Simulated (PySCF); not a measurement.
Be(F)(OH) (BeFHO), SMILES [OH][Be][F].

Geometry: TPSSh-D3(BJ)/def2-TZVP. One conformer was computed; it need not be the lowest.

These are PBE/def2-TZVPD run with PySCF values and carry that method's errors.

The molecule is in vacuum.

```json
{
 "total_energy": "-190.43199 hartree",
 "point_group": "Cs",
 "highest_occupied_level": "-7.85 eV",
 "lowest_empty_level": "-1.34 eV",
 "orbital_gap": "6.51 eV",
 "dipole_moment": "1.86 D",
 "quadrupole, principal values (traceless, Buckingham form, about the centre of nuclear charge)": "-5.95, 0.93, 5.02 D·Å",
 "mean_static_polarisability": "20.3 bohr³ (3.01 Å³)",
 "polarisability_principal_values": "18.2, 18.4, 24.5 bohr³"
}
```
